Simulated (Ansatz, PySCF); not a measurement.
The pair A = H2 (SMILES [H][H]) (first 2 atoms), B = CH3NO (SMILES NC=O); geometry from B3LYP-D3(BJ)/def2-TZVP.
(charge 0, multiplicity 1):
```xyz
8

H     -0.3146    -0.2150     0.4739
H      0.0056    -0.0064    -0.1675
N      0.9730     0.6963     3.3053
C     -0.1016    -0.0167     3.7216
O     -0.8930    -0.5694     2.9913
H      1.1530     0.7925     2.3190
H      1.5940     1.1331     3.9629
H     -0.1878    -0.0455     4.8231
```

MP2 and its Hartree–Fock in aug-cc-pVQZ are density fitted. Rows in 6-31G* carry no dispersion term and start afresh at each structure (6-31G* with six Cartesian d functions).

The values were computed with Ansatz (Gaussian orbitals); PySCF for 6-31G* rows. Values without a source in brackets are computed.

Total energies (hartree), monomers frozen at their geometry in the pair:

| structure | HF/aug-cc-pVDZ | HF/aug-cc-pVQZ | B3LYP/6-31G* |
|---|---|---|---|
| AB | -170.0931539 | -170.1496305 | -171.0663201 |
| A in the pair's basis | -1.1288966 | -1.1334046 | -1.1755633 |
| B in the pair's basis | -168.9639717 | -169.0158903 | -169.8904353 |
| A | -1.1288244 | -1.1334033 | -1.1754724 |
| B | -168.9638693 | -169.0158744 | -169.8886777 |

Q: Work out the interaction energy without and with the counterpoise correction, and the superposition error, for each level.

A: 
E(AB) − E(A) − E(B), times 627.509 kcal/mol, with the monomers in their own basis and then in the pair's basis:
- HF/aug-cc-pVDZ: -0.29 uncorrected, -0.18 corrected; the monomers gain 0.11 kcal/mol from borrowed functions
- HF/aug-cc-pVQZ: -0.22 uncorrected, -0.21 corrected; the monomers gain 0.01 kcal/mol from borrowed functions
- B3LYP/6-31G*: -1.36 uncorrected, -0.20 corrected; the monomers gain 1.16 kcal/mol from borrowed functions

Ansatz is a program for electronic structure.
